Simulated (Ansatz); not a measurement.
Stepwise reaction of `O[Si]1(O)CO1` with hydrogen fluoride, as a gas-phase model of exchange steps in deposition or etching. ΔE in kJ/mol; ΔG adds harmonic PBE0-D4 terms to CCSD(T)/CBS, at 1 bar.

Program: Ansatz. Geometries: PBE0-D4/def2-TZVP. ΔE: electronic, gas phase. CBS: MP2 limit from def2 TZ/QZ plus the TZ coupled-cluster correction, frozen cores. This one scheme is used for every species. DFT in def2-TZVPP. B3LYP here is the variant with VWN-RPA as its local correlation; programs differ in this. Each species was taken in one conformer, which may not be the lowest.

```csv
step,reaction,PBE-D4,B3LYP-D4,ωB97M-V,CCSD(T)/CBS,ΔG(600 K)
1,`O[Si]1(O)CO1` + H–F → `O[Si]1(F)CO1` + H₂O,-32.5,-34.4,-33.8,-33.0,-33.6
2,`O[Si]1(F)CO1` + H–F → `F[Si]1(F)CO1` + H₂O,-27.9,-29.5,-29.1,-28.5,-31.1
```

(1) By hand: ΔE of the 2 steps together at CCSD(T)/CBS.

Results:

(1) (-33.0) + (-28.5) = -61.5 kJ/mol, or -30.8 kJ/mol a step.

In ΔE the steps differ by no more than 4.5 kJ/mol. All are downhill at CCSD(T)/CBS. ΔG lies between -33.6 and -31.1 kJ/mol a step. PBE-D4 differs from CCSD(T)/CBS by 0.5 to 0.6 kJ/mol a step. Isolated molecules leave out the surface, adducts and barriers. Largest T1 diagnostic: 0.013.
